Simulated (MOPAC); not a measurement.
Job for MOPAC: PM7 on FGeI (SMILES [F][Ge][I]), a point of a bond scan (R = 3.086 Å).

```
PM7 1SCF PRECISE CHARGE=0 THREADS=1
FGeI

Ge     0.58880677 1     0.82647042 1     1.02097454 1
F      1.42049362 1     3.00083382 1    -1.00503404 1
I     -0.53619480 1    -0.85033448 1    -0.59321667 1
```

It printed:

```
*******************************************************************************
 **                                                                           **
 **                              MOPAC v23.2.5                                **
 **                                                                           **
 *******************************************************************************
 ** MOPAC's Digital Object Identifier: https://doi.org/10.5281/zenodo.6511958 **
 **                                                                           **
 ** Please cite the open-source release paper for use of this MOPAC version:  **
 ** J. E. Moussa and J. J. P. Stewart (2026)                                  **
 ** MOPAC: An open-source semiempirical molecular orbital program             **
 ** J. Open Source Softw., 11(119), 8025, https://doi.org/10.21105/joss.08025 **
 *******************************************************************************

                              PM7 CALCULATION RESULTS

 *******************************************************************************
 *  PM7        - The PM7 Hamiltonian to be used
 *
 *
 *
 *                 CHARGE ON SYSTEM = 0
 *
 *
 *
 *  PRECISE    - TIGHTER CRITERIA TO BE USED
 *  1SCF       - DO 1 SCF AND THEN STOP
 *  THREADS=1  - MULTI-THREADING NOT USED
 *  T=         - A TIME OF 172800.0 SECONDS REQUESTED
 *  DUMP=N     - RESTART FILE WRITTEN EVERY 7200.0 SECONDS REQUESTED
 *******************************************************************************
PM7 1SCF PRECISE CHARGE=0 THREADS=1
 FGeI

   ATOM   CHEMICAL          X               Y               Z
  NUMBER   SYMBOL      (ANGSTROMS)     (ANGSTROMS)     (ANGSTROMS)

     1      Ge          0.58880677  *   0.82647042  *   1.02097454  *
     2       F          1.42049362  *   3.00083382  *  -1.00503404  *
     3       I         -0.53619480  *  -0.85033448  *  -0.59321667  *



          CARTESIAN COORDINATES

    NO.       ATOM           X           Y           Z

     1        Ge          0.5888      0.8265      1.0210
     2         F          1.4205      3.0008     -1.0050
     3         I         -0.5362     -0.8503     -0.5932

 General Reference for PM7:
 "Optimization of Parameters for Semiempirical Methods VI: More Modifications to the
 NDDO Approximations and Re-optimization of Parameters", J. J. P. Stewart, J. Mol. Mod., 1:32, 19 (2013)
 https://link.springer.com/article/10.1007/s00894-012-1667-x

           Empirical Formula: Ge F I  =     3 atoms



      MOLECULAR POINT GROUP   :   Cs


      RHF CALCULATION, NO. OF DOUBLY OCCUPIED LEVELS = 9


 -------------------------------------------------------------------------------
 PM7 1SCF PRECISE CHARGE=0 THREADS=1
 FGeI



     1SCF WAS SPECIFIED, SO BFGS WAS NOT USED
     SCF FIELD WAS ACHIEVED


                              PM7 CALCULATION
                                                       MOPAC v23.2.5 Linux




          FINAL HEAT OF FORMATION =         34.96293 KCAL/MOL =     146.28492 KJ/MOL


          COSMO AREA              =        129.91 SQUARE ANGSTROMS
          COSMO VOLUME            =        119.81 CUBIC ANGSTROMS

          IONIZATION POTENTIAL    =          8.510016 EV
          HOMO LUMO ENERGIES (EV) =         -8.510 -2.782
          NO. OF FILLED LEVELS    =          9
          MOLECULAR WEIGHT        =        218.4929         POINT GROUP:  Cs

          MOLECULAR DIMENSIONS (Angstroms)

            Atom       Atom       Distance
            I     3    F     2     4.33932
           Ge     1    I     3     1.81355
           Ge     1    F     2     0.00000


          SCF CALCULATIONS        =          1





   ATOM   CHEMICAL          X               Y               Z
  NUMBER   SYMBOL      (ANGSTROMS)     (ANGSTROMS)     (ANGSTROMS)

     1      Ge          0.58880677  *   0.82647042  *   1.02097454  *
     2       F          1.42049362  *   3.00083382  *  -1.00503404  *
     3       I         -0.53619480  *  -0.85033448  *  -0.59321667  *

                             CARTESIAN COORDINATES

   1   Ge        0.588806770     0.826470420     1.020974540
   2    F        1.420493620     3.000833820    -1.005034040
   3    I       -0.536194800    -0.850334480    -0.593216670


           Empirical Formula: Ge F I  =     3 atoms



      MOLECULAR POINT GROUP   :   Cs


                  EIGENVALUES
 -31.43155 -23.79928 -18.96302 -10.19042  -9.96732  -9.95329  -9.61501  -9.60645
  -8.51002  -2.78153  -2.22395  -0.52182 124.63754 124.67379 124.74578 125.00310
 125.01165


              NET ATOMIC CHARGES AND DIPOLE CONTRIBUTIONS

  ATOM NO.   TYPE          CHARGE      No. of ELECS.   s-Pop       p-Pop       d-Pop
    1         Ge           1.076661        2.9233     1.97774     0.94560
    2          F          -0.788088        7.7881     1.99893     5.78916
    3          I          -0.288573        7.2886     1.85066     5.43430     0.00361
 DIPOLE           X         Y         Z       TOTAL
 POINT-CHG.    -1.589    -5.907     9.907    11.643
 HYBRID         0.095     0.265    -0.289     0.404
 SUM           -1.494    -5.641     9.617    11.249


          ATOMIC ORBITAL ELECTRON POPULATIONS

     Atom    s        px        py        pz      x^2-y^2     xz        z^2       yz        xy
    1 Ge   1.97774   0.21132   0.33426   0.40001
    2  F   1.99893   1.98158   1.89267   1.91492
    3  I   1.85066   1.82257   1.77868   1.83305   0.00031   0.00075   0.00034   0.00144   0.00076

 **********************
 *                    *
 * JOB ENDED NORMALLY *
 *                    *
 **********************




 == MOPAC DONE ==
```

The run finished.

Cost: around 0.04 core-seconds (rough).
